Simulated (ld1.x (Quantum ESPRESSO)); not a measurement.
Te, TM: configuration errors across variants

| Item | Value |
| --- | --- |
| Element | tellurium |
| Generator | ld1.x (Quantum ESPRESSO) 7.5 |
| Type | norm-conserving Troullier–Martins (Kleinman–Bylander form) |
| Functional | LDA (PZ) |
| Relativity | scalar-relativistic |
| Frozen core | [Kr] |
| Valence charge | 16 |
| Reference configuration | 4d10 5s2 5p1 (charge +3) |
| Partial waves | 5p (bound): rc 1.75 bohr; 4d (bound): rc 1.60 bohr; 5s (bound): rc 1.50 bohr |
| Local potential | the s channel |
| Core correction | none |

All-electron excitation energies from the reference (eV): (1) 4d10 5s2 5p4 -55.321; (2) 4d10 5s2 5p3 -45.406; (3) 4d10 5s2 5p2 -27.232; (4) 4d10 5s2 5p3.5 -51.337; (5) 4d10 5s1 5p4 -35.475; (6) 4d10 5s0 5p6 -36.406; (7) 4d10 5s1 5p5 -45.969; (8) 4d10 5s2 5p1 spin -0.204; (9) 4d10 5s2 5p4 spin -55.801.

Spin tests fill each open shell by Hund’s rule, majority spin first.

Tests that are not counted but printed errors over 1 eV. “all radii scaled by about 0.76 (s 1.14, p 1.32, d 1.22 bohr)”: 4d10 5s2 5p1 (spin-polarised) (pseudo-atom not self-consistent, printed error -6.5 eV).

2 further variants failed, have other tests or another functional or relativity, and are left out.

A true bound ghost makes a file unfit for plane-wave use even where its test errors are small: the radial tests pick states by their node count and pass the ghost by. Where a test does run into it, the solver fails or the error is huge.

Errors AE − PS in meV (a dash: test not solved or not reliable):

| change | (1) | (2) | (3) | (4) | (5) | (6) | (7) | (8) | (9) | bound ghosts |
| --- | --- | --- | --- | --- | --- | --- | --- | --- | --- | --- |
| base | +59 | +38 | +15 | +49 | +25 | +25 | +41 | +5.6 | +69 | none |
| core correction a·sin(br)/r model core inside 1.16 bohr | +45 | +29 | +12 | +37 | +19 | +16 | +32 | +1.2 | +49 | none |
| wave 5p (bound): rc 1.75 bohr becomes 5p (bound): rc 1.48 bohr | +49 | +32 | +14 | +41 | +20 | +19 | +33 | +5.0 | +58 | p |
| all radii scaled by about 0.76 (s 1.14, p 1.32, d 1.22 bohr) | +369 | +280 | +107 | +334 | +231 | +180 | – | – | +407 | p, s (extra level of the local part) |

Task: Give the same row for: wave 5s (bound): rc 1.50 bohr becomes 5s (bound): rc 2.18 bohr.

Result: +70, +44, +17, +57, +32, +36, +55, +5.7, +81; bound ghosts: none.
